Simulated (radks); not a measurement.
Xe13+, configuration [Kr] 4d5. Method: scalar-relativistic Kohn-Sham, SCAN, spin-polarised, spherical densities, finite nucleus; open shells are filled with parallel spins first (spin-orbit coupling, left out, can overturn this in heavy ions); meta-GGA in the generalised Kohn-Sham scheme; Fermi nuclear charge, rms radius 4.7859 fm; computed with a radial shooting solver on a logarithmic mesh with Libxc functionals.

Normalised radial functions P(r) = r R(r), r in bohr:

r           4s up  4s down  4p down
0.002865   0.1669   0.1672   0.0091
0.003701   0.2008   0.2011   0.0142
0.004743   0.2365   0.2369   0.0218
0.006078   0.2730   0.2735   0.0334
0.007851   0.3076   0.3081   0.0515
0.01006    0.3320   0.3326   0.0774
0.01289    0.3385   0.3391   0.1146
0.01665    0.3145   0.3150   0.1681
0.02134    0.2482   0.2486   0.2368
0.02735    0.1291   0.1292   0.3210
0.03533   -0.0506  -0.0507   0.4161
0.04527   -0.2595  -0.2600   0.4960
0.05848   -0.4586  -0.4595   0.5292
0.07494   -0.5514  -0.5523   0.4662
0.09603   -0.4548  -0.4552   0.2666
0.124     -0.1116  -0.1112  -0.0859
0.159      0.3712   0.3726  -0.4855
0.2037     0.7640   0.7653  -0.7631
0.2631     0.7577   0.7573  -0.6985
0.3372     0.2155   0.2114  -0.2003
0.4321    -0.6368  -0.6431   0.5639
0.5582    -1.3161  -1.3181   1.2158
0.7153    -1.3928  -1.3883   1.3640
0.9239    -0.9468  -0.9451   1.0158
1.184     -0.4257  -0.4304   0.5182
1.517     -0.1191  -0.1225   0.1715
1.96      -0.0173  -0.0184   0.0316
2.511     -0.0013  -0.0014   0.0032

4s up: eigenvalue -454.85 eV, 3 radial nodes at r = 0.0331, 0.132, 0.360 bohr, <r> = 0.690 bohr, 90 % of the charge inside 0.983 bohr. 4s down: eigenvalue -444.82 eV, 3 radial nodes at r = 0.0331, 0.132, 0.360 bohr, <r> = 0.690 bohr, 90 % of the charge inside 0.985 bohr. 4p down: eigenvalue -384.23 eV, 2 radial nodes at r = 0.117, 0.361 bohr, <r> = 0.723 bohr, 90 % of the charge inside 1.04 bohr.

Empty levels of this run are not shown, since the potential may be unsettled where no density lies.
